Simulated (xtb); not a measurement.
Zn(Me) (CH₃Zn), SMILES [CH3][Zn+], charge +1. All values are semi-empirical tight-binding results from xtb (GFN2-xTB unless named), good for trends rather than for accurate numbers. Geometry: GFN2-xTB. The spin state was assumed, not searched. The isomer is the one that the SMILES or the coordinates give; other isomers of the formula were not compared.

Optimised geometry:

```xyz
5

Zn     0.0000     0.0000    -0.4831
C      0.0000     0.0000     1.5134
H      0.9134     0.5274     1.8038
H      0.0000    -1.0547     1.8038
H     -0.9134     0.5274     1.8038
```
Charge +1, spin multiplicity 1.

For metal compounds this method's bond lengths and energies can be far off.

```json
{
 "point_group_as_xtb_finds_it": "C3v",
 "orbital_gap": "4.01 eV",
 "zero_point_energy": "20.6 kcal/mol",
 "G − E(el) at 298.15 K (modified RRHO)": "5.6 kcal/mol"
}
```

Computed atomic charges and the Wiberg bond orders between heavy atoms:
charges (e) Zn1 0.46, C2 -0.10, H3 0.21, H4 0.21, H5 0.21. Bond orders Zn1–C2 1.09.
